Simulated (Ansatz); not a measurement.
```yaml
crystal:
  periodic: [false, false, false]
  atoms:
    - {symbol: Cr, position_ang: [0.000001, -0.000007, 0.000001]}
    - {symbol: H, position_ang: [0.009520, -0.016120, 1.469951]}
    - {symbol: H, position_ang: [1.382772, 0.009506, -0.498945]}
    - {symbol: H, position_ang: [-0.699630, 1.203545, -0.472322]}
    - {symbol: H, position_ang: [-0.692673, -1.196932, -0.498675]}
basis:
  gaussian: {orbitals: STO-3G, fitting: {mean_field: def2-universal-jkfit}}
magnetization: {spin_polarized: true, initial_magnetization: 2}
hamiltonian: {xc: {name: LC-wPBE}}
scf: {omitted_lower_state_checks: [starts]}
output: {forces: true}
```

```sh
$ ansatz run in.yaml --threads 2 --pin off --events-out ev --progress --plain --max-ram 4352MiB
```

It prints (some lines left out):

```
Functional definition: LC-wPBE
  name "LC-wPBE"
  cite "Vydrov & Scuseria, J. Chem. Phys. 125, 234109 (2006) doi:10.1063/1.2409292"
  cite "Heyd & Scuseria, J. Chem. Phys. 120, 7274 (2004) doi:10.1063/1.1668634"
  cite "Ernzerhof & Perdew, J. Chem. Phys. 109, 3313 (1998) doi:10.1063/1.476928"
  cite "Perdew, Burke & Ernzerhof, Phys. Rev. Lett. 77, 3865 (1996) doi:10.1103/PhysRevLett.77.3865"
  parent pbe
  parameter omega = 0.4/bohr
  exchange = pbe_x_sr(omega) + exact_x_lr(omega)
  correlation = pbe_c
these checks for a lower state are left out or cut short: starts
336 factors; integrals over basis functions are off by at most 1.3e-2 eV
336 factors; integrals over basis functions are off by at most 3.5e-7 eV
mean field evaluation 1: about -28163.8345 eV, gradient 3.9e1 eV
mean field evaluation 2: about -28125.3367 eV, gradient 8.8e1 eV
mean field evaluation 4: about -28174.5718 eV, gradient 2.1e0 eV
mean field evaluation 8: about -28174.4878 eV, gradient 1.4e0 eV
mean field evaluation 16: about -28177.2507 eV, gradient 1.6e-1 eV
mean field -28177.25237265 eV, -1035.4949254673 hartree, gradient 1.7e-5 eV, S^2 2.032031; 0 other end points of the search recorded, 0 dependent functions left out
the calculation of the forces begins
reference -28177.25237265 eV, -1035.4949254674 hartree; 15, 13 occupied and 7, 9 virtual orbitals, 336 factors
Total energy: -28177.25237265 eV, -1035.4949254674 hartree
Atom 0 at     0.000001    -0.000007     0.000001 Å, force    -0.000138     0.000082     0.000015 eV/Å
Atom 1 at     0.009520    -0.016120     1.469951 Å, force     0.011722    -0.019797     1.805337 eV/Å
Atom 2 at     1.382772     0.009506    -0.498945 Å, force     1.698370     0.011657    -0.612801 eV/Å
Atom 3 at    -0.699630     1.203545    -0.472322 Å, force    -0.859244     1.478080    -0.580077 eV/Å
Atom 4 at    -0.692673    -1.196932    -0.498675 Å, force    -0.850710    -1.470022    -0.612474 eV/Å
Dipole moment:     0.000005    -0.000009    -0.000002 e Å
Checks for a lower state left out: starts
```

Hardware: 2 threads of AMD EPYC 7R43 on a shared host. Wall time 1.1 s.

LC-ωPBE has ω = 0.4 bohr⁻¹.
